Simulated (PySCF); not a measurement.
Computed IR spectrum (relative IR intensity) of a molecule C2H10N2OSi. Coordinates come from a r2SCAN-D4/def2-SVP optimisation. One conformer was computed; it need not be the lowest. The numbers are results of r2SCAN-D4/def2-SVP run with PySCF, not measurements. Frequencies are harmonic and unscaled.

Lines under 2 % of the strongest are left out, and lines within 2 cm⁻¹ are merged.

| ν (cm⁻¹) | relative intensity |
|---|---|
| 117 | 3.2 |
| 186 | 4.1 |
| 260 | 2.4 |
| 278 | 7.1 |
| 324 | 12 |
| 331 | 2.7 |
| 401 | 13 |
| 436 | 36 |
| 458 | 13 |
| 663 | 22 |
| 721 | 7.2 |
| 806 | 4.9 |
| 823 | 39 |
| 869 | 26 |
| 896 | 22 |
| 948 | 71 |
| 979 | 19 |
| 1068 | 100 |
| 1083 | 4.0 |
| 1099 | 7.9 |
| 1461 | 3.2 |
| 1551 | 17 |
| 1638 | 6.3 |
| 2235 | 54 |
| 3007 | 14 |
| 3015 | 4.7 |
| 3098 | 10 |
| 3115 | 6.9 |
| 3567 | 9.6 |
| 3582 | 78 |
| 3662 | 8.6 |

Q: Identify the compound among the candidates.
(A) C[Si@](N)(O)CN
(B) C[C@@H](N)[Si@H](N)O
(C) CO[Si@H](N)CN
(D) CCO[SiH](N)N

A: B, C[C@@H](N)[Si@H](N)O
